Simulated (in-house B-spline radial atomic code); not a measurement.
A run on W- that did not converge. Method: scalar-relativistic (X2C) HSE06, spin-polarised, spherical fractional occupations, exact exchange averaged over the configuration, Fermi nucleus of rms radius 5.3658 fm; computed with a B-spline radial code for spherical atoms.

Command:
```bash
python run_scf.py task.json out
```
Settings (nuclear radius in fm, mass in u):
```
Z                74
configuration    [Xe] 4f14 5d5 6s2
hamiltonian      x2c
method           hse06
spin_polarised   True
nucleus          fermi
rms_radius       5.3658
atomic_mass      183.95093
speed_of_light   137.035999084
exact_exchange   averaged over the configuration
```

First and last ten iterations of the last attempt (damped for 15 steps, keeping 80 % of the old Fock matrix, then DIIS):
```
 iter        energy (Eh)    residual
    1      -16141.396410    5.24e-01
    2      -15923.874555    1.33e+00
    3      -16134.820064    4.87e-01
    4      -16140.077115    2.54e-01
    5      -16142.081116    1.28e-01
    6      -16142.801524    7.04e-02
    7      -16143.064210    4.30e-02
    8      -16143.166998    2.71e-02
    9      -16143.210043    1.98e-02
   10      -16143.228694    1.43e-02
  111      -16143.210672    2.45e-02
  112      -16143.230655    1.52e-02
  113      -16137.785527    1.26e-01
  114      -16137.775027    1.26e-01
  115      -16137.782233    1.26e-01
  116      -16137.775218    1.26e-01
  117      -16137.786169    1.26e-01
  118      -16143.244478    3.09e-03
  119      -16143.244102    3.00e-03
  120      -16143.244704    2.12e-03
 not converged after 120 iterations
```

The smallest residual met was 3.0e-04; the threshold is about 7e-07. No energy from this run should be used. Run time, properties included: 43 s on 1 thread of Arm Neoverse N1 (shared host).
